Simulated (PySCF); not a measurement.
## GaH2Et: computed shieldings and shifts

GaH2Et, C2H7Ga, point group C1.

Bonds: Ga1-C4 1.980 Å, C4-C5 1.532 Å. Ga1 carries H2, H3; C4 carries H6, H7; C5 carries H8, H9, H10.

GIAO calculations in PySCF 2.14.0 with density-fitted response routines on the PBE0-D3(BJ)/def2-SVP structure: isolated species, non-relativistic, equivalent atoms averaged; basis pcSseg-1 (pcSseg-2 on Ga).

(1) Give the isotropic shieldings (ppm) with B3LYP, PBE, PBE0.

(2) And the chemical shifts, against references computed in the same way?

(3) Which part of the shielding of Ga1 depends on the functional?

(4) What couplings does PBE/pcJ-1 (pcSseg-1 on Ga) (without the spin–dipole term) give?

Answers

(1) 
| atoms | environment | B3LYP | PBE | PBE0 |
| --- | --- | --- | --- | --- |
| Ga1 | Ga bonded to C, 2 H | 1070 | 1016 | 1121 |
| C4 | carbon bonded to C, Ga, 2 H | 164.8 | 164.2 | 172.8 |
| C5 | carbon bonded to C, 3 H | 171.8 | 173.1 | 177.4 |
| H2/H3 | hydrogen on a Ga bonded to C | 24.96 | 24.46 | 24.93 |
| H8/H9/H10 | hydrogen on a carbon bonded to C | 30.21 | 30.03 | 30.13 |
| H6/H7 | hydrogen on a carbon bonded to C, Ga | 30.24 | 29.90 | 30.19 |
| HOMO–LUMO gap (eV) | – | 5.54 | 4.05 | 6.04 |

(2) 
```
    atoms  nucleus, reference  B3LYP   PBE  PBE0
      Ga1  71Ga, [Ga(H2O)6]3+    728   731   696
       C4            13C, TMS   14.4  15.8  11.6
       C5            13C, TMS    7.5   6.9   7.0
    H2/H3             1H, TMS   6.42  6.74  6.34
H8/H9/H10             1H, TMS   1.17  1.16  1.14
    H6/H7             1H, TMS   1.14  1.30  1.07
```

(3) Diamagnetic: B3LYP 2640, PBE 2640, PBE0 2640 ppm; paramagnetic: B3LYP -1569, PBE -1624, PBE0 -1519 ppm. The diamagnetic part, set mainly by inner electrons, hardly moves; the paramagnetic part goes with low-lying magnetically allowed excitations and carries the spread.

(4) 1J(C4,H6) = 122.5, 1J(C5,H8) = 121.4, 1J(C4,C5) = 26.6, 2J(H2,H3) = 37.7, 2J(H2,C4) = 16.9, 2J(H8,H9) = -12.6, 2J(H6,H7) = -10.6, 2J(C5,H6) = -4.1, 2J(C4,H8) = -2.2, 3J(H6,H8) = 9.3 Hz (averaged over equivalent pairs; isotopes 13C, 1H).

Relativistic effects, spin–orbit coupling among them, are left out; they matter for Ga and for the light atoms bonded to it.
